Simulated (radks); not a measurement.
Isoelectronic series with 41 electrons, each ion in its NIST ground configuration. All-electron calculation, scalar-relativistic Kohn-Sham, SCAN, spin-polarised, spherical densities, finite nucleus; open shells are filled with parallel spins first (spin-orbit coupling, left out, can overturn this in heavy ions); meta-GGA in the generalised Kohn-Sham scheme; Fermi nuclear charge, rms radius of each element as measured or else 0.836 A^(1/3) + 0.57 fm. Program: a radial shooting solver on a logarithmic mesh with Libxc functionals. Total energies (hartree) and mean radii <r> (bohr):

ion	configuration	E (hartree)	4d up	4p down	4p up	4s down
Nb	[Kr] 4d4 5s1	-3820.58046	2.179	1.293	1.311	1.158
Mo+	[Kr] 4d5	-4049.39937	1.852	1.231	1.247	1.107
Tc2+	[Kr] 4d5	-4285.84025	1.594	1.165	1.177	1.056
Ru3+	[Kr] 4d5	-4529.83791	1.422	1.104	1.113	1.010
Rh4+	[Kr] 4d5	-4781.40377	1.295	1.049	1.055	0.9659
Pd5+	[Kr] 4d5	-5040.55363	1.195	0.9988	1.003	0.9255
Ag6+	[Kr] 4d5	-5307.31367	1.112	0.9531	0.9557	0.8881
Cd7+	[Kr] 4d5	-5581.71045	1.043	0.9114	0.9130	0.8534
In8+	[Kr] 4d5	-5863.78096	0.9830	0.8732	0.8741	0.8211
Sn9+	[Kr] 4d5	-6153.55708	0.9309	0.8382	0.8386	0.7912
Sb10+	[Kr] 4d5	-6451.07889	0.8848	0.8060	0.8059	0.7632
Te11+	[Kr] 4d5	-6756.38323	0.8436	0.7762	0.7758	0.7371
I12+	[Kr] 4d5	-7069.51912	0.8065	0.7485	0.7480	0.7127
